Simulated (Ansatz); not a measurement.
dihydroxy(hydroxysilyl)silane (H₆O₃Si₂), SMILES [SiH]([SiH2]O)(O)O.

Geometry optimised at ωB97X-D3(BJ)/def2-SVP. The values are those of a single conformer.

Two levels are set side by side: PBE/def2-SVPD (Ansatz, a first-principles code) and CAM-B3LYP/def2-SVPD (Ansatz). Energy differences of separate SCF runs at the same geometry; the states with an electron removed or added have multiplicity 2 and 2. Differences are taken from unrounded values.

| quantity | CAM-B3LYP | PBE | PBE minus CAM-B3LYP |
|---|---|---|---|
| vertical ionisation energy (eV) | 10.25 | 9.70 | -0.54 |
| vertical singlet–triplet gap (eV) | 5.77 | 5.07 | -0.70 |
